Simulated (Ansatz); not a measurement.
Cartesian coordinates in Å:
```
B 1.459 -0.647 -0.099
Si -0.469 -1.275 -0.087
C -1.029 0.524 -0.338
Si 0.638 1.160 0.317
H 2.533 -1.095 -0.344
H -0.795 -1.718 1.302
H -1.009 -2.290 -1.038
H -1.944 0.859 0.149
H -1.106 0.737 -1.409
H 1.144 2.442 -0.255
H 0.579 1.304 1.803
```

Charge 0, multiplicity 1.

Problem. List the ωB97M-V/def2-TZVPP orbital energies in eV (Ansatz). (Best estimate.)

Solution. The calculation gave: Occupied: -1806.65, -1806.65, -280.93, -188.29, -147.75, -147.75, -101.86, -101.86, -101.86, -101.85, -101.84, -101.84, -22.43, -18.10, -16.86, -15.04, -14.28, -13.47, -11.77, -11.70, -10.79, -10.42, -9.16. Lowest empty: -0.83, 1.64, 2.46, 2.55, 2.99, 3.32, 3.49, 3.62.
